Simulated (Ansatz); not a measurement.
One change: `COC[SiH2]P` becomes `COCC#N`.

Ansatz, PBE0-D4/def2-TZVP geometries, multiplicity 1. Each molecule was computed in one conformer, which needn't be the lowest.

```tsv
property	`COC[SiH2]P`
HOMO–LUMO gap (PBE0/def2-TZVPP) / eV	7.89
LUMO energy (B3LYP/def2-TZVPP) / eV	0.17
size of the dipole moment (ωB97M-V/def2-TZVPP) / D	1.23
HOMO–LUMO gap (ωB97M-V/def2-TZVPP) / eV	11.74
HOMO energy (PBE0/def2-TZVPP) / eV	-7.50
HOMO–LUMO gap (B3LYP/def2-TZVPP) / eV	7.45
```

(1) Give the same properties after the change, and the shifts. (An estimate is asked.)

Answers

(1) Computed: 
```tsv
property	`COCC#N`	shift
HOMO–LUMO gap (PBE0/def2-TZVPP) / eV	8.55	0.66
LUMO energy (B3LYP/def2-TZVPP) / eV	-0.22	-0.39
size of the dipole moment (ωB97M-V/def2-TZVPP) / D	3.23	2.00
HOMO–LUMO gap (ωB97M-V/def2-TZVPP) / eV	13.02	1.28
HOMO energy (PBE0/def2-TZVPP) / eV	-8.49	-0.99
HOMO–LUMO gap (B3LYP/def2-TZVPP) / eV	8.03	0.58
```

With PBE0 the HOMO falls by 0.99 eV and the LUMO falls by 0.33 eV, so the gap widens by about 0.66 eV. PBE moves the HOMO by -0.77 eV and ωB97M-V by -1.31 eV. Dipoles are sizes alone; their direction can turn.

B3LYP here is the variant with VWN-RPA as its local correlation; programs differ in this.
